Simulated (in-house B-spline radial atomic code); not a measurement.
A fraction x of an electron is removed from 3s in S, starting from [Ne] 3s2 3p4 and keeping the highest spin. Computed with an all-electron radial atomic-structure program (B-spline basis): scalar-relativistic (X2C) r2SCAN, spin-polarised, spherical fractional occupations, Fermi nucleus of rms radius 3.2611 fm.

| x | E(x) - E(0) (eV) | 3s down level (eV) |
| --- | --- | --- |
| 0 | 0.0000 | -16.495 |
| 0.07 | 1.1765 | -17.120 |
| 0.13 | ? | ? |
| 0.37 | 6.7181 | -19.827 |
| 0.43 | 7.9239 | -20.367 |
| 0.5 | 9.3715 | -20.994 |
| 0.62 | 11.9547 | -22.056 |
| 0.65 | ? | ? |
| 0.78 | 15.5948 | -23.437 |
| 0.93 | 19.2049 | -24.692 |
| 1 | 20.9536 | - |

Question: What belongs in the row x = 0.13?

Answer: An energy change of 2.2199 eV; 3s down at -17.659 eV.

Question: What belongs in the row x = 0.65?

Answer: An energy change of 12.6204 eV; 3s down at -22.319 eV.

Question: Check Janak's theorem between x = 0.37 and 0.43.

Answer: The slope of the energy is 20.10 eV; the orbital levels give 20.10 eV (-ε of the emptying orbital, averaged over the two points).
